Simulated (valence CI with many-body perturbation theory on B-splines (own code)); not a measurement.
## Valence orbitals of As XXIX

Level of theory: valence CI with perturbative core correlation (CI+MBPT): three valence electrons over a frozen Dirac-Fock core [He], radial functions for each j: 11 s, 11 p, 9 d, 7 f, 5 g, 2 h, 1 i, with the one-electron correlation potential Σ1, the two-electron term Σ2, the three-electron term Σ3, Breit, model QED; selected CI, second order for the rest (own B-spline code, finite nucleus).

The last digits are not significant, and no measured levels were compared; by estimate large intervals hold to a few tenths of a per cent, small ones and those within an open d or f shell to about a per cent.

These are the spectroscopic orbitals of the CI (the correlating ones are not listed), shaped by the core and the other valence electrons. h is the expectation value of the core's Dirac-Fock operator, without the valence repulsion; Σ1 is computed up to l = 3 at one energy for each symmetry, that of its lowest orbital but kept below the first core excitation, so for empty shells it is not the orbital's own correlation shift; Breit and QED include the response of the core.

| Orbital | h (hartree) | Σ1 (cm⁻¹) | Breit (cm⁻¹) | QED (cm⁻¹) | ⟨r⟩ (bohr) |
| --- | --- | --- | --- | --- | --- |
| 2s1/2 | -125.4 | -1242 | 9057 | 8365 | 0.1887 |
| 3s1/2 | -54.984 | -298 | 2538 | 2418 | 0.4352 |
| 4s1/2 | -30.685 | -115 | 1017 | 983 | 0.7879 |
| 5s1/2 | -19.544 | -56.4 | 510 | 495 | 1.242 |
| 2p1/2 | -123.02 | -2865 | 17750 | -410 | 0.1599 |
| 3p1/2 | -54.301 | -627 | 4850 | -124 | 0.4106 |
| 4p1/2 | -30.403 | -239 | 1961 | -51.4 | 0.7663 |
| 5p1/2 | -19.401 | -117 | 985 | -26.1 | 1.224 |
| 2p3/2 | -121.34 | -2608 | 7588 | 355 | 0.1630 |
| 3p3/2 | -53.803 | -570 | 2030 | 92.8 | 0.4149 |
| 4p3/2 | -30.194 | -217 | 849 | 37.4 | 0.7720 |
| 5p3/2 | -19.294 | -106 | 426 | 18.8 | 1.231 |
| 3d3/2 | -53.511 | -256 | 164 | -30.2 | 0.3536 |
| 4d3/2 | -30.071 | -108 | 88.9 | -11.5 | 0.7133 |
| 5d3/2 | -19.231 | -55.3 | 48.2 | -5.7 | 1.175 |
| 3d5/2 | -53.358 | -248 | 51.6 | 42.7 | 0.3551 |
| 4d5/2 | -30.006 | -104 | 27.8 | 18.9 | 0.7151 |
| 5d5/2 | -19.198 | -53.4 | 14.6 | 9.9 | 1.177 |
| 4f5/2 | -29.971 | -21.6 | 0.9 | -7.9 | 0.6176 |
| 5f5/2 | -19.182 | -12.2 | 0.8 | -4.0 | 1.081 |
| 4f7/2 | -29.939 | -21.3 | 0.2 | 6.5 | 0.6186 |
| 5f7/2 | -19.166 | -12.0 | 0.2 | 3.5 | 1.083 |
| 5g7/2 | -19.16 |  | 0.0 | -2.4 | 0.9466 |
| 5g9/2 | -19.15 |  | 0.0 | 2.0 | 0.9473 |

Among the shells of the start configuration 2s2 2p1, Σ1 is largest in size for 2p1/2, where it is 0.011 % of h.

Lowest root of each symmetry, sizes in configuration state functions:

```tsv
J	Parity	Roots	Reference	Variational	Second order	Change by selected CI (cm⁻¹)	Change by second order (cm⁻¹)
1/2	even	16	50	9725	10885	-5719	0
3/2	even	19	70	15282	26144	-4502	-1
5/2	even	14	66	16388	35887	-5798	-1
7/2	even	5	41	11550	28267	-6793	-4
9/2	even	2	23	6746	23464	-10795	-3
1/2	odd	15	48	9421	15262	-8216	0
3/2	odd	22	72	15521	32317	-8090	-1
5/2	odd	13	62	16236	40564	-13863	-1
7/2	odd	6	43	12095	34889	-8748	-2
9/2	odd	2	20	7271	17919	-7112	-3
```
